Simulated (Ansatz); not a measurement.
The same path of Cl₃FGaH (6 atoms, charge 0, multiplicity 1) was run 3 times with different band settings. Lost on the way: F5–H6. Made: Cl2–H6.

Level of theory: RKS B3LYP-D4/def2-SVP (Ansatz).

Relaxed end points:

```xyz
6
Properties=species:S:1:pos:R:3
Ga 0.010 -0.003 0.073
Cl 0.009 0.372 2.231
Cl 1.870 0.178 -0.970
Cl -1.864 0.101 -0.956
F 0.059 -2.091 0.725
H 0.062 -1.869 1.647
```

```xyz
6
Properties=species:S:1:pos:R:3
Ga 0.019 -0.475 -0.275
Cl 0.021 0.005 2.352
Cl 1.879 0.329 -0.950
Cl -1.878 0.249 -0.935
F 0.058 -2.128 0.381
H 0.048 -1.292 2.177
```

Common settings: movable images 9; climbing image yes; start path through a guess of the saddle point; force threshold 0.03 eV/Å; end points relaxed.

| run | spring | optimiser | iteration limit | largest step |
| --- | --- | --- | --- | --- |
| 1 | 5.0 eV/Å² | quadratic models (default) | 38 | default |
| 2 | 5.0 eV/Å² | lbfgs | 42 | 0.02 Å |
| 3 | 0.5 eV/Å² | quadratic models (default) | 49 | default |

(1) What does each run give, and how far can it be trusted?

Results:

(1) Run 1: converged after 6 iterations, highest image 0.438 eV above the first end. A vibrational analysis at the climbing image gives one clearly imaginary mode, 400i cm⁻¹: a first-order saddle point.
Run 2: converged after 33 iterations, highest image 0.439 eV above the first end. Another band between the same ends (9 images) ends at a top of the same energy, where a vibrational analysis finds 1 clearly imaginary mode.
Run 3: converged after 7 iterations, highest image 0.439 eV above the first end. Another band between the same ends (9 images) ends at a top of the same energy, where a vibrational analysis finds 1 clearly imaginary mode.
The orbitals stay closed-shell, which can raise the energy where a bond breaks towards radicals; this wasn't checked here.
